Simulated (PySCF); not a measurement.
Several molecules and their computed UV-vis stick spectra, shuffled. Level of theory: TDDFT CAM-B3LYP/def2-SVPD, vertical, gas phase, core orbitals frozen in the response in PySCF. Geometries: GFN2-xTB; one conformer of each isolated species. Triplets are in the Tamm–Dancoff approximation.

A. `CC(=O)[SiH2]S`
B. `O=COC/C=C\[SiH2]Cl`
C. `C1CS[SiH2]O1`
D. `C=CS[Si@@H](S)NC`

Lowest singlet levels (six at most, fewer where fewer were computed) with oscillator strengths:

1. 5.92 eV (f 0.001); 6.44 eV (f 0.003); 6.78 eV (f 0.277); 7.13 eV (f 0.009); 7.49 eV (f 0.049); 7.60 eV (f 0.015); T1 4.21 eV
2. 5.53 eV (f 0.002); 5.82 eV (f 0.007); 5.90 eV (f 0.290); 6.16 eV (f 0.009); 6.23 eV (f 0.011); 6.47 eV (f 0.002); T1 3.95 eV
3. 3.50 eV (f 0.003); 5.43 eV (f 0.012); 6.13 eV (f 0.006); 6.43 eV (f 0.002); 6.62 eV (f 0.001); 6.99 eV (f 0.090); T1 2.88 eV
4. 5.49 eV (f 0.001); 6.10 eV (f 0.020); 6.54 eV (f 0.016); 7.16 eV (f 0.003); 7.24 eV (f 0.031); 7.29 eV (f 0.007); T1 5.07 eV

Question: Match each spectrum to its molecule.

Answer: 1 = B, 2 = D, 3 = A, 4 = C.
- A: S1 at 3.50 eV, HOMO→LUMO (79%), HOMO-1→LUMO (14%); Löwdin shares by element: HOMO oxygen 35%, sulfur 24%, carbon 15% or more, silicon 12%; LUMO carbon 33% or more, oxygen 26%, silicon 15%, sulfur 9% (atoms not listed hold the other 17%); HOMO -8.39 and LUMO -0.42 eV.
- B: S1 at 5.92 eV, HOMO-3→LUMO+1 (30%), HOMO→LUMO+1 (30%), HOMO-1→LUMO+1 (16%); Löwdin shares by element: HOMO carbon 59% or more, oxygen 14% or more, chlorine 5% (atoms not listed hold the other 22%); LUMO carbon 54% or more, silicon 11%, chlorine 7% (atoms not listed hold the other 27%); HOMO -9.46 and LUMO 0.17 eV.
- C: S1 at 5.49 eV, HOMO→LUMO (81%), HOMO→LUMO+2 (10%); Löwdin shares by element: HOMO sulfur 71%, carbon 10% or more, silicon 8%; LUMO sulfur 31%, silicon 27%, hydrogen 9% or more, carbon 8% or more (atoms not listed hold the other 25%); HOMO -8.22 and LUMO 0.72 eV.
- D: S1 at 5.53 eV, HOMO→LUMO (58%), HOMO→LUMO+3 (16%); Löwdin shares by element: HOMO sulfur 47% or more, carbon 40% or more, silicon 5%; LUMO sulfur 44%, silicon 13%, hydrogen 12% or more (atoms not listed hold the other 32%); HOMO -7.90 and LUMO 0.65 eV.
C and D have S1 within 0.05 eV of each other; their strongest listed levels stand at 7.24 eV (f 0.031) and 5.90 eV (f 0.290).

Without π bonds the low states are Rydberg-like; a valence basis with one diffuse set may place them up to an eV too high.
